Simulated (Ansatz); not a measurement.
A nudged elastic band was laid between two geometries of ClH3SeSi (6 atoms, charge 0, multiplicity 1).

Computed with RKS PBE0/def2-mTZVP (Ansatz 0.2.0).

```
movable images  : 7
climbing image  : yes
spring          : 5.0 eV/Å²
optimiser       : quadratic models (default)
start path      : IDPP
force threshold : 0.05 eV/Å
iteration limit : 60
end points      : relaxed
```

First end point:

```xyz
6
Properties=species:S:1:pos:R:3
Cl -2.355 0.105 -0.090
Si -0.322 -0.071 -0.381
Se 0.665 0.319 1.634
H -0.043 -1.439 -0.875
H 0.085 0.924 -1.398
H 2.012 0.098 1.064
```

Last end point:

```xyz
6
Properties=species:S:1:pos:R:3
Cl -2.088 0.599 0.000
Si -0.255 -0.257 -0.426
Se 1.139 -0.377 1.359
H -0.484 -1.659 -0.835
H 0.342 0.550 -1.512
H 1.388 1.078 1.367
```

(1) Which bonds break or form, and what moves?

(2) Give the energies along the band, and the barrier.

(3) What is the geometry of the highest image?

The band took 5 iterations and roughly 90 core-seconds.

Results:

(1) No bond is made or broken. The dihedral H5–Si2–Se3–H6 goes from -63 to 48°.

(2) The forces met the threshold. The highest image is number 2 of 0 to 8, 0.0 kcal/mol above the first end and 1.8 kcal/mol above the last; the last end lies 1.8 kcal/mol below the first. The top lies less than 8 meV above the higher end, about what the thresholds resolve: that end is a shoulder or a very shallow well. A vibrational analysis at the climbing image gives one clearly imaginary mode, 75i cm⁻¹: a first-order saddle point.

```csv
image,path coordinate (Å),energy (kcal/mol),dihedral H5–Si2–Se3–H6 (°)
0,0.00,0.0,-63
1,0.21,0.0,-51
2,0.43,0.0,-39
3,0.69,0.0,-25
4,0.95,-0.3,-10
5,1.21,-0.7,5
6,1.47,-1.2,20
7,1.73,-1.6,35
8,1.98,-1.8,48
```

(3) 
```xyz
6
Properties=species:S:1:pos:R:3
Cl -2.336 0.266 -0.102
Si -0.329 -0.130 -0.363
Se 0.700 0.147 1.651
H -0.229 -1.516 -0.872
H 0.226 0.818 -1.356
H 2.009 0.351 0.996
```

Time of the run: 50 s on 2 threads of AMD EPYC 9R14 (Zen 4), on a shared host, peak memory 0.21 GiB.
